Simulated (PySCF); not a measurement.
A geometry optimisation, step by step.

Species: C10H12O.
Atom-mapped SMILES: `[CH3:1][CH2:2][CH2:3][C:4](=[O:5])[c:6]1[cH:7][cH:8][cH:9][cH:10][cH:11]1` (hydrogens: H12, H13, H14 on C1; H15, H16 on C2; H17, H18 on C3; H19 on C7; H20 on C8; H21 on C9; H22 on C10; H23 on C11)

Computed by this run: PBE0-D3(BJ)/def2-SVP geometry optimisation, gas phase (PySCF 2.14.0); density fitting, grid level 1; the optimiser is geomeTRIC in internal coordinates, started from a GFN2-xTB structure with every atom displaced at random (about 0.01 Å). 5 of its 7 geometries are shown. The frame can shift and turn from step to step; on so coarse a grid that alone can change the energy by a few meV, and forces under 0.02 eV/Å are noise.

Step 0: E = -12589.4847 eV, largest atomic force 3.582 eV/Å
```
atom  x, y, z in Å  |  force x, y, z in eV/Å
C1      3.811    0.933    0.191   -3.304   1.382   0.056
C2      2.789   -0.198    0.205   -0.178   1.119   0.446
C3      1.335    0.298    0.077    2.037  -0.454   0.740
C4      0.395   -0.840    0.102   -2.044  -0.071  -0.137
O5      0.712   -2.003    0.195    0.417   0.081   0.026
C6     -1.084   -0.483   -0.006    0.928  -0.578   0.186
C7     -1.992   -1.538    0.012   -0.016  -0.063  -0.033
C8     -3.341   -1.285   -0.090   -1.165  -0.562   0.208
C9     -3.816    0.017   -0.180   -0.418  -0.195  -0.284
C10    -2.913    1.060   -0.206   -0.079  -0.225   0.060
C11    -1.561    0.817   -0.110    0.899   0.569  -0.154
H12     3.719    1.519   -0.737    0.077   0.018  -0.077
H13     4.778    0.592    0.265    2.761  -0.970   0.310
H14     3.591    1.645    1.021    0.297  -0.249  -0.241
H15     2.895   -0.768    1.136   -0.068  -0.197   0.036
H16     3.004   -0.865   -0.608    0.100  -0.783  -0.646
H17     1.124    0.988    0.910   -0.216   0.045  -0.032
H18     1.218    0.860   -0.842   -0.207   0.365  -0.533
H19    -1.626   -2.552    0.104    0.247  -0.298   0.014
H20    -4.082   -2.105   -0.066    0.409   0.183  -0.049
H21    -4.889    0.211   -0.285    0.111  -0.023   0.100
H22    -3.260    2.057   -0.315   -0.390   1.147  -0.072
H23    -0.861    1.666   -0.157   -0.199  -0.240   0.077
```

Step 2: E = -12589.7441 eV, largest atomic force 0.359 eV/Å
```
atom  x, y, z in Å  |  force x, y, z in eV/Å
C1      3.533    1.063    0.438    0.308  -0.092   0.038
C2      2.560   -0.103    0.428    0.014   0.001  -0.014
C3      1.114    0.341    0.320    0.076  -0.233   0.009
C4      0.128   -0.810    0.318   -0.227   0.069  -0.011
O5      0.466   -1.971    0.396    0.315   0.172   0.006
C6     -1.326   -0.472    0.212   -0.076   0.035  -0.019
C7     -2.238   -1.535    0.216   -0.098   0.106  -0.002
C8     -3.601   -1.284    0.117   -0.024  -0.086  -0.008
C9     -4.069    0.027    0.013   -0.015   0.018   0.011
C10    -3.169    1.092    0.008    0.011  -0.050  -0.015
C11    -1.802    0.841    0.108    0.018   0.013   0.020
H12     3.452    1.670   -0.478   -0.029   0.010   0.004
H13     4.581    0.713    0.506   -0.213   0.060  -0.015
H14     3.359    1.731    1.298   -0.034   0.005  -0.024
H15     2.679   -0.713    1.338    0.004   0.006   0.007
H16     2.786   -0.787   -0.406    0.001   0.015   0.004
H17     0.848    1.021    1.150   -0.001  -0.026  -0.007
H18     0.953    0.934   -0.600    0.001  -0.027   0.019
H19    -1.842   -2.550    0.299   -0.007   0.019  -0.006
H20    -4.307   -2.118    0.120   -0.016   0.013   0.004
H21    -5.142    0.221   -0.063    0.001  -0.010  -0.006
H22    -3.531    2.119   -0.077    0.003  -0.014   0.013
H23    -1.105    1.682    0.106   -0.013  -0.005  -0.009
```

Step 3: E = -12589.7496 eV, largest atomic force 0.378 eV/Å
```
atom  x, y, z in Å  |  force x, y, z in eV/Å
C1      3.564    1.037    0.444   -0.346   0.150   0.020
C2      2.562   -0.108    0.429    0.043   0.144   0.052
C3      1.122    0.363    0.314    0.089   0.060   0.085
C4      0.130   -0.773    0.309   -0.049  -0.032  -0.005
O5      0.512   -1.921    0.387   -0.160  -0.042  -0.013
C6     -1.334   -0.454    0.204    0.051  -0.054   0.018
C7     -2.240   -1.523    0.213    0.034  -0.055  -0.018
C8     -3.608   -1.298    0.117   -0.050   0.002   0.037
C9     -4.091    0.008    0.017    0.020   0.005  -0.010
C10    -3.199    1.080    0.008    0.004  -0.072   0.032
C11    -1.828    0.852    0.102    0.049   0.053  -0.020
H12     3.496    1.645   -0.475   -0.007  -0.014   0.040
H13     4.590    0.671    0.517    0.269  -0.117   0.029
H14     3.391    1.714    1.301    0.012  -0.056  -0.090
H15     2.663   -0.718    1.340    0.003  -0.006   0.007
H16     2.778   -0.794   -0.401    0.013  -0.057  -0.068
H17     0.866    1.048    1.144   -0.006  -0.009  -0.010
H18     0.975    0.959   -0.602   -0.008   0.044  -0.067
H19    -1.831   -2.532    0.295    0.011  -0.029   0.004
H20    -4.307   -2.140    0.130    0.064   0.046  -0.014
H21    -5.167    0.191   -0.054    0.028  -0.001   0.002
H22    -3.575    2.101   -0.065   -0.025   0.085  -0.021
H23    -1.142    1.704    0.092   -0.040  -0.045   0.011
```

Step 4: E = -12589.7540 eV, largest atomic force 0.040 eV/Å
```
atom  x, y, z in Å  |  force x, y, z in eV/Å
C1      3.550    1.052    0.442    0.038  -0.011   0.000
C2      2.566   -0.105    0.428   -0.013  -0.007  -0.003
C3      1.122    0.351    0.316   -0.010  -0.008   0.004
C4      0.126   -0.788    0.310    0.018   0.013  -0.001
O5      0.494   -1.941    0.387   -0.004  -0.013  -0.005
C6     -1.333   -0.463    0.207    0.005   0.000   0.002
C7     -2.242   -1.530    0.213    0.000   0.004   0.001
C8     -3.608   -1.293    0.120    0.011   0.002  -0.001
C9     -4.082    0.016    0.018   -0.015   0.008   0.000
C10    -3.187    1.085    0.010    0.000  -0.013   0.001
C11    -1.818    0.847    0.105    0.008   0.000   0.001
H12     3.474    1.658   -0.476   -0.004   0.004   0.000
H13     4.589    0.694    0.515   -0.023   0.005   0.000
H14     3.372    1.724    1.296   -0.009   0.009   0.001
H15     2.676   -0.715    1.339    0.001  -0.002   0.000
H16     2.789   -0.791   -0.404   -0.003   0.000  -0.001
H17     0.861    1.032    1.146   -0.001   0.005   0.000
H18     0.969    0.946   -0.603    0.002   0.005   0.000
H19    -1.839   -2.542    0.294    0.002   0.003  -0.001
H20    -4.309   -2.130    0.127   -0.005  -0.003   0.000
H21    -5.156    0.204   -0.056   -0.004  -0.001   0.000
H22    -3.558    2.109   -0.070    0.000  -0.004   0.002
H23    -1.129    1.693    0.098    0.005   0.002   0.000
```

Step 6: E = -12589.7540 eV, largest atomic force under 0.02 eV/Å
```
atom  x, y, z in Å  |  force x, y, z in eV/Å
C1      3.549    1.053    0.441   -0.010   0.003   0.000
C2      2.565   -0.105    0.428    0.005   0.005   0.002
C3      1.122    0.351    0.314    0.004  -0.002   0.006
C4      0.128   -0.789    0.307   -0.009  -0.001  -0.002
O5      0.496   -1.942    0.380    0.002   0.005  -0.005
C6     -1.332   -0.464    0.205   -0.002   0.000   0.003
C7     -2.240   -1.530    0.213   -0.003  -0.002   0.000
C8     -3.606   -1.294    0.122   -0.003  -0.001   0.000
C9     -4.082    0.015    0.021    0.001  -0.001   0.000
C10    -3.187    1.083    0.013    0.002  -0.005   0.002
C11    -1.817    0.846    0.106    0.001   0.005  -0.001
H12     3.473    1.658   -0.477    0.001  -0.001   0.000
H13     4.586    0.697    0.518    0.011  -0.002   0.003
H14     3.367    1.728    1.294   -0.001  -0.001  -0.003
H15     2.674   -0.714    1.340    0.003   0.000  -0.002
H16     2.788   -0.791   -0.404   -0.001   0.000  -0.002
H17     0.859    1.033    1.144   -0.002  -0.002  -0.002
H18     0.970    0.948   -0.604    0.001   0.000  -0.001
H19    -1.836   -2.542    0.292    0.000  -0.001  -0.001
H20    -4.308   -2.132    0.129    0.002   0.002  -0.001
H21    -5.156    0.203   -0.051    0.001  -0.001   0.001
H22    -3.557    2.108   -0.066    0.000   0.001   0.001
H23    -1.128    1.692    0.098   -0.002  -0.001   0.001
```

**Question.** Summarise the path.

**Answer.** The energy falls by 6.21 kcal/mol from step 0 to step 6; nine tenths of that is first reached at step 1. It never rises by more than 0.2 meV. The largest force goes from 3.582 to under 0.02 eV/Å. Among the bonds C1–H13 changes most, from 1.028 to 1.100 Å; the atoms move by 0.031 Å rms after alignment.

**Question.** Follow the three bonds and two angles with the largest change from start to end.

**Answer.** 
```json
{"step": "0", "E above end (kcal/mol)": "6.21", "largest force (eV/Å)": "3.582", "C1–H13 (Å)": "1.028", "C3–C4 (Å)": "1.477", "C10–H22 (Å)": "1.062", "C3–C4–O5 (°)": "125.1", "C2–C3–C4 (°)": "110.6"}
{"step": "1", "E above end (kcal/mol)": "0.43", "largest force (eV/Å)": "1.034", "C1–H13 (Å)": "1.126", "C3–C4 (Å)": "1.522", "C10–H22 (Å)": "1.097", "C3–C4–O5 (°)": "120.1", "C2–C3–C4 (°)": "114.3"}
{"step": "2", "E above end (kcal/mol)": "0.23", "largest force (eV/Å)": "0.359", "C1–H13 (Å)": "1.107", "C3–C4 (Å)": "1.516", "C10–H22 (Å)": "1.093", "C3–C4–O5 (°)": "123.1", "C2–C3–C4 (°)": "113.5"}
{"step": "3", "E above end (kcal/mol)": "0.10", "largest force (eV/Å)": "0.378", "C1–H13 (Å)": "1.092", "C3–C4 (Å)": "1.509", "C10–H22 (Å)": "1.090", "C3–C4–O5 (°)": "120.4", "C2–C3–C4 (°)": "113.0"}
{"step": "4", "E above end (kcal/mol)": "0.00", "largest force (eV/Å)": "0.040", "C1–H13 (Å)": "1.101", "C3–C4 (Å)": "1.513", "C10–H22 (Å)": "1.093", "C3–C4–O5 (°)": "121.0", "C2–C3–C4 (°)": "113.6"}
{"step": "5", "E above end (kcal/mol)": "0.00", "largest force (eV/Å)": "0.044", "C1–H13 (Å)": "1.100", "C3–C4 (Å)": "1.513", "C10–H22 (Å)": "1.092", "C3–C4–O5 (°)": "121.1", "C2–C3–C4 (°)": "113.5"}
{"step": "6", "E above end (kcal/mol)": "0.00", "largest force (eV/Å)": "under 0.02", "C1–H13 (Å)": "1.100", "C3–C4 (Å)": "1.513", "C10–H22 (Å)": "1.092", "C3–C4–O5 (°)": "121.1", "C2–C3–C4 (°)": "113.5"}
```

The cost below is that of the whole optimisation. The run took 3.6 min of wall time on one thread of an Intel Xeon Platinum 8488C, shared host with 192 logical CPUs at a one-minute load of 94, and the process peaked at 0.98 GiB of memory.
